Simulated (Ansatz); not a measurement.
Isolated molecules relaxed with PBE0-D4/def2-TZVP in Ansatz; ΔE leaves out vibrations. CCSD(T)/CBS is the MP2 limit (def2-TZVPP, def2-QZVPP) plus CCSD(T) − MP2 in def2-TZVPP, frozen cores. This one scheme is used for every species. Functionals use def2-TZVPP. One conformer a species, not always the lowest.

`C=C(Cl)[SiH2]C` + `N[SiH3]` → `C[SiH2]N[SiH3]` + `C=CCl`  (ligand exchange at the Si–C bond)

```json
{"level": "PBE", "ΔE (kJ/mol)": "-46.7"}
{"level": "r2SCAN", "ΔE (kJ/mol)": "-51.4"}
```

What does CCSD(T)/CBS give? (Best estimate.)

Ansatz gave: -52.4 kJ/mol. The listed levels differ from it by 5.7, 1.0 kJ/mol.

Largest T1 diagnostic among the species: 0.011.

In def2-TZVPP, CCSD(T) changes the Hartree–Fock value by +10.9 kJ/mol (the triples alone add +2.4 kJ/mol) and MP2 by +12.0 kJ/mol. From PBE to PBE0 (25 % exact exchange), in def2-TZVPP and without D4, ΔE moves by −3.9 kJ/mol.

CCSD(T)/CBS has its own doubt, a few kJ/mol and more with outer-core shells, so smaller differences from it don't rank the levels.
